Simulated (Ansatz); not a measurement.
Gas-phase electronic energies from Ansatz, PBE0-D4/def2-TZVP geometries. CCSD(T)/CBS adds triple-zeta CCSD(T) − MP2 to the extrapolated MP2 energy (def2 sets, frozen cores). This one scheme is used for every species. DFT in def2-TZVPP. Elements past krypton have def2 core potentials. For In outer-core shells are correlated without core-valence functions, which leaves a few kJ/mol of doubt a bond. One conformer a species, not always the lowest.

Reaction (ligand exchange at the In–N bond): `C[NH][In]([CH3])[Cl]` + HCl → `[CH3][In]([Cl])[Cl]` + CH₃NH₂

```csv
level,ΔE (kJ/mol)
PBE-D4,-107.5
CCSD(T)/def2-TZVPP,-102.7
```

What does CCSD(T)/CBS give? (An estimate is asked.)

The calculation gave: -103.9 kJ/mol. The listed levels differ from it by -3.6, 1.2 kJ/mol.

Largest T1 diagnostic among the species: 0.013.

From PBE to PBE0 (25 % exact exchange), in def2-TZVPP and without D4, ΔE moves by −5.8 kJ/mol. In def2-TZVPP, CCSD(T) changes the Hartree–Fock value by +32.2 kJ/mol (the triples alone add +3.3 kJ/mol) and MP2 by +32.9 kJ/mol.
